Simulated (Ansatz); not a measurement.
Ansatz results at the PBE0-D4/def2-TZVP geometry: HOMO energy (PBE/def2-TZVPP) -6.01 eV; zero-point energy (PBE0-D4/def2-TZVP) 149.6 kJ/mol; HOMO–LUMO gap (B3LYP/def2-TZVPP) 5.12 eV.

(1) Which molecule gave them?
A. `BrB1CC1Br`
B. `[NH]1[SiH2][SiH2][GaH]1`
C. `C=[C]1[AlH][SiH2]1`
D. `[SiH3][SiH]1BN1`

## Answers

(1) B. The others give `[SiH3][SiH]1BN1`: -5.93, 162.3, 5.94; `BrB1CC1Br`: -5.98, 124.3, 4.81; `C=[C]1[AlH][SiH2]1`: -5.36, 141.3, 3.84.

B3LYP here is the variant with VWN-RPA as its local correlation; programs differ in this.
